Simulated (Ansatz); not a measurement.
Consider the formal hydrolysis of a C–C bond: `C=CCCC(=O)OCC` + H₂O → `C=CCCO` + `CCOC=O`.

Gas-phase electronic energies from Ansatz, PBE0-D4/def2-TZVP geometries. CBS: MP2 limit from def2 TZ/QZ plus the TZ coupled-cluster correction, frozen cores. This one scheme is used for every species. One conformer a species, not always the lowest.

| species | SCS-MP2/def2-TZVPP energy (Eh) |
| --- | --- |
| `C=CCCC(=O)OCC` | -423.57233 |
| H₂O | -76.32077 |
| `C=CCCO` | -231.96615 |
| `CCOC=O` | -267.89871 |

(1) Work out ΔE.

Largest T1 diagnostic among the species: 0.014.

Answers

(1) ΔE = (-231.96615) + (-267.89871) − (-423.57233) − (-76.32077) = 0.02824 Eh = +17.7 kcal/mol. CCSD(T)/CBS gives +18.8 kcal/mol.

In def2-TZVPP, CCSD(T) changes the Hartree–Fock value by +2.2 kcal/mol (the triples alone add +0.2 kcal/mol) and MP2 by +3.5 kcal/mol. From PBE to PBE0 (25 % exact exchange), in def2-TZVPP and without D4, ΔE moves by +1.2 kcal/mol. The D4 term adds +1.7 kcal/mol with B3LYP and +1.1 kcal/mol with PBE0; it sums over pairs of atoms, weighted by their polarisabilities, and B3LYP, whose exchange is more repulsive, gets the larger term.

B3LYP here is the variant with VWN-RPA as its local correlation; programs differ in this.
